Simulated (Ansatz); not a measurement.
A run for Ansatz (a first-principles code): R-CCSD(T)/def2-TZVPP on CH4Cd (SMILES [CH3][CdH]), a point of a bond scan (R = 1.090 Å). Elements past Kr take the def2 small-core potentials; no spin–orbit coupling.

Ansatz 0.2 input:
```yaml
crystal:
  periodic: [false, false, false]
  atoms:
    - {symbol: Cd, position_ang: [-0.28068773, -0.15103297, -0.04141861]}
    - {symbol: H, position_ang: [-1.74994566, -0.94161398, -0.25822404]}
    - {symbol: C, position_ang: [1.58135131, 0.85089642, 0.23334606]}
    - {symbol: H, position_ang: [2.03123692, 0.55928180, 1.18282066]}
    - {symbol: H, position_ang: [1.43288682, 1.93112443, 0.23532541]}
    - {symbol: H, position_ang: [2.27072534, 0.59541191, -0.57190501]}
basis:
  gaussian:
    orbitals: def2-TZVPP
    pivot_positions_ang: [[-0.28068773, -0.15103297, -0.04141861], [-1.74994566, -0.94161398, -0.25822404], [1.58135131, 0.85089642, 0.23334606], [2.03123692, 0.55928180, 1.18282066], [1.43288682, 1.93112443, 0.23532541], [2.27072534, 0.59541191, -0.57190501]]…
magnetization: {spin_polarized: false}
correlation: {method: ccsd_t, electrons: outside_noble_gas}
scf: {lower_state_search: off}
output: {orbitals: {seedname: ./end}}
```

The log:

```
WARN ansatz: RAYON_NUM_THREADS=1 ignored (pool sized by the plan → 1); use --threads N
Functional definition: HF
these checks for a lower state are left out or cut short: stability, starts, cluster_reference, orbital_swaps, neighbouring_geometries, increment
integrals: 0.30 GiB planned
985 factors; integrals over basis functions are off by at most 5.7e-4 eV
mean field: 0.30 GiB planned
mean field evaluation 1: about -5631.6836 eV, gradient 2.9e1 eV
mean field evaluation 2: about -5631.6845 eV, gradient 2.9e1 eV
mean field evaluation 4: about -5633.8445 eV, gradient 2.7e0 eV
mean field evaluation 8: about -5633.8735 eV, gradient 1.8e-4 eV
mean field -5633.87352941 eV, -207.0410334291 hartree, gradient 5.8e-7 eV, S^2 0.000000; 0 other end points of the search recorded, 0 dependent functions left out
5 core orbitals not correlated
reference -5633.87352941 eV, -207.0410334291 hartree; 10, 10 occupied and 128, 128 virtual orbitals, 985 factors
second order -17.72736160 eV of doubles, -0.00000000 eV of singles
coupled cluster: 0.76 GiB planned
cycle   1  -16.94149255 eV  change    7.9e-1 eV  update   8.3e-2
cycle   2  -17.33404464 eV  change   -3.9e-1 eV  update   2.3e-2
cycle   3  -17.38538839 eV  change   -5.1e-2 eV  update   1.3e-2
cycle   4  -17.36514102 eV  change    2.0e-2 eV  update   3.7e-3
cycle   5  -17.36584969 eV  change   -7.1e-4 eV  update   1.5e-3
cycle   6  -17.36652165 eV  change   -6.7e-4 eV  update   3.3e-4
cycle   7  -17.36623009 eV  change    2.9e-4 eV  update   1.0e-4
cycle   8  -17.36622648 eV  change    3.6e-6 eV  update   2.8e-5
cycle   9  -17.36625534 eV  change   -2.9e-5 eV  update   8.8e-6
cycle  10  -17.36624757 eV  change    7.8e-6 eV  update   2.7e-6
perturbative correction -0.61251027 eV, -0.0225093372 hartree
Total energy: -5651.85228725 eV, -207.7017405932 hartree
Checks for a lower state left out: stability, starts, cluster_reference, orbital_swaps, neighbouring_geometries, increment
```

The run converged.

Cost: about 11 core-seconds (a rough figure).
